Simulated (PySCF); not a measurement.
# State search for GaO

Unrestricted PBE0; basis Ga pcseg-1, O pcseg-1; no relativity; PySCF 2.14. Outer shells of the fragments: Ga 3d10 4s2 4p1; O 2s2 2p4.

Followed along the bond (rough minima from three points):

| 2Ms+1 | unpaired | ⟨S²⟩ at the start | R at minimum (Å) | Te (eV) |
| --- | --- | --- | --- | --- |
| 2 | σ ↑ | 0.77 | 1.73 | 0.00 |
| 2 | π ↑ | 0.75 | 1.91 | 0.17 |
| 4 | σ ↑, π ↑↑ | 3.76 | 1.95 | 3.35 |

Solutions found at the starting distance of 1.805 Å, counted from the lowest of them; the search is not exhaustive and high or unbound solutions are not listed, so other states can lie among these:

| 2Ms+1 | unpaired | term | E (eV) | ⟨S²⟩ | ⟨Lz²⟩ | μ (D) |
| --- | --- | --- | --- | --- | --- | --- |
| 2 | σ ↑ | ²Σ⁺ | 0.00 | 0.77 | 0.00 | -3.92 |
| 2 | π ↑ | ²Π | 0.19 | 0.75 | 1.01 | -1.59 |
| 4 | σ ↑, π ↑↑ | mixed | 3.40 | 3.76 | 2.01 | -1.52 |
| 4 | σ ↑, π ↑↑ | mixed | 3.62 | 3.76 | 2.00 | -1.47 |
| 2 | σ ↑, π ↑↓ | mixed | 4.23 | 1.76 | 2.01 | -1.07 |
| 4 | σ ↑↑, π ↑ | ⁴Π | 5.87 | 3.75 | 1.00 | -2.47 |

A term symbol is given only where ⟨S²⟩ and ⟨Lz²⟩ are close to those of a pure state; real π, δ and φ orbitals otherwise mix terms. A positive dipole means Ga(−)O(+).

Spin–orbit coupling is left out. Counting both spins, an empty level lies below a filled one in some of these solutions, because spin and occupation are held.
